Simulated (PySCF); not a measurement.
GdSi: from constants to spectrum

ROHF-MP2 constants of GdSi, 2S+1 = 11, about 7.0 electrons in the 4f shell (Mulliken) (basis Gd x2c-SVPall, Si x2c-SVPall; spin-free X2C with a Gaussian nucleus; PySCF 2.14; masses 157.9241 and 27.9769 u):

| Item | Value |
| --- | --- |
| ωe | 301.2 cm⁻¹ |
| ωexe | 0.995 cm⁻¹ |
| Be | 0.099871 cm⁻¹ |
| αe | 0.000376 cm⁻¹ |
| D (centrifugal) | 4.39e-08 cm⁻¹ |

Give the vibrational terms G(v) and spacings up to v = 3.

G(v) = ωe(v+½) − ωexe(v+½)².

| v | G(v) (cm⁻¹) | G(v) − G(v−1) | Bv (cm⁻¹) |
| --- | --- | --- | --- |
| 0 | 150 |  | 0.09968 |
| 1 | 450 | 299 | 0.09931 |
| 2 | 747 | 297 | 0.09893 |
| 3 | 1042 | 295 | 0.09856 |

Correlated steps freeze 23 core orbitals. Spin–orbit coupling is left out, which matters for elements this heavy, above all for dissociation energies. With d or f electrons several states lie close, and the lowest PBE0 determinant need not be the measured ground state.
